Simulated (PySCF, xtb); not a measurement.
C₄H₇BFN, SMILES FCB1C=CCN1.

GFN2-xTB run with xtb at its own geometry gives an orbital gap of 4.48 eV and a dipole moment of 2.57 D.

Geometry: PBE0-D3(BJ)/def2-SVP. This is a generated structure with no PubChem entry under its InChIKey; it may be hypothetical. The values are those of a single conformer.

Q: What does B3LYP/def2-TZVP (PySCF) give? (Estimate from the structure and the level; the computed values follow.)

A: gap 6.37 eV (levels -7.12 and -0.74 eV), dipole 2.01 D.
